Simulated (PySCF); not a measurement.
Coordinates in bohr (charge 0 multiplicity 1):
```
B     0.0000    0.0000    0.0000
Br    3.6134    0.0000    0.0000
Br   -1.8067    3.1293    0.0000
Br   -1.8067   -3.1293    0.0000
```

Method: B3LYP/[B def2-SVP, Br def2-SVP], no relativity, density fitting, PySCF.

This geometry of BBr₃ is a stationary point at this level.

(1) What is the point group?

(2) Is it a minimum?

(3) Which band is strongest in the infrared?

(4) Give the atomic charges and bond orders.

Results:

(1) D3h.

(2) Yes: all harmonic wavenumbers are real.

(3) 818 cm⁻¹ (e'), 579 km/mol.

(4) 
| atom | Mulliken | Löwdin | polar tensor | Mayer order to B1 |
| --- | --- | --- | --- | --- |
| B1 | 0.03 | -0.55 | 1.20 | – |
| Br2,3,4 | -0.01 | 0.18 | -0.40 | 1.29 |
